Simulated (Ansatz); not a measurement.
A nudged elastic band was laid between two geometries of F$_{3}$H$_{6}$NOSiZr (13 atoms, charge 0, multiplicity 1).

Computed with RKS PBE/def2-SVP (Ansatz 0.2.0).

- movable images: 9
- climbing image: yes
- spring: 5.0 eV/Å²
- optimiser: quadratic models (default)
- start path: through a guess of the saddle point
- force threshold: 0.05 eV/Å
- iteration limit: 60
- end points: relaxed

Image 0:

```xyz
13
Properties=species:S:1:pos:R:3
Zr -0.023 0.158 0.068
N -0.140 -0.167 2.170
H 0.213 -1.040 2.585
H 0.094 0.588 2.830
F 1.886 0.091 -0.150
F -0.392 1.956 -0.491
F -0.477 -1.329 -1.071
O -2.261 -0.063 0.770
Si -3.661 -0.918 0.310
H -3.459 -2.397 0.491
H -4.816 -0.468 1.159
H -3.903 -0.588 -1.129
H -1.767 -0.202 1.669
```

Image 10:

```xyz
13
Properties=species:S:1:pos:R:3
Zr -0.268 -0.142 -0.143
N -0.224 0.251 2.298
H 0.736 0.389 2.645
H -0.755 1.089 2.575
F 1.044 -1.447 0.426
F 0.176 1.742 -0.068
F -0.152 -0.405 -2.050
O -2.147 -0.603 0.195
Si -3.753 -1.071 0.130
H -3.861 -2.521 -0.259
H -4.379 -0.892 1.490
H -4.509 -0.232 -0.864
H -0.614 -0.536 2.837
```

Task: Which bonds break or form, and what moves?

Result: Bonds broken: O8–H13. Bonds formed: N2–H13.

Task: Give the energies along the band, and the barrier.

Result: The run converged. The highest image is number 0 of 0 to 10, 0.0 kJ/mol above the first end and 122.5 kJ/mol above the last; the last end lies 122.5 kJ/mol below the first. The highest image is an end point: on this band no image between the ends rises above it. The orbitals stay closed-shell, which can raise the energy where a bond breaks towards radicals; this wasn't checked here.

```tsv
image	path coordinate (Å)	energy (kJ/mol)	O8–H13 (Å)	N2–H13 (Å)
0	0.00	0.0	1.04	1.70
1	0.23	0.0	1.06	1.60
2	0.98	-68.7	1.74	1.06
3	1.74	-94.9	2.24	1.03
4	2.49	-107.0	2.48	1.03
5	3.25	-118.5	2.70	1.03
6	4.01	-122.1	2.94	1.03
7	4.76	-122.1	2.94	1.03
8	5.52	-121.7	2.85	1.03
9	6.27	-122.0	2.90	1.03
10	7.03	-122.5	3.06	1.03
```

The band took 23 iterations and about 30 core-minutes.

Time of the run: 8.7 min on 4 threads of Arm Neoverse V1, with other jobs on the host, peak memory 0.23 GiB.
